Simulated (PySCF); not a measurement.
Nb(O)(OH)(Me)2 (C2H7NbO2), SMILES [CH3][Nb]([CH3])(=[O])[OH], multiplicity 1.

Geometry: B3LYP-D3(BJ)/def2-SVP. The spin state was assumed, not searched. The def2 effective core potentials stand for the cores of Nb; spin–orbit coupling is left out. The values are those of a single conformer.

All values below come from PBE/def2-TZVP (PySCF).

Symmetry labels are those of the subgroup Cs that the program uses (full group Cs).

Computed valence orbital energies around the gap with their symmetry:
```tsv
orbital	symmetry	energy (eV)
HOMO−7	A"	-9.58
HOMO−6	A'	-8.90
HOMO−5	A"	-8.53
HOMO−4	A"	-8.16
HOMO−3	A'	-8.08
HOMO−2	A'	-7.92
HOMO−1	A'	-6.96
HOMO	A"	-6.62
LUMO	A'	-2.57
LUMO+1	A"	-1.97
LUMO+2	A'	-0.90
LUMO+3	A'	-0.46
```
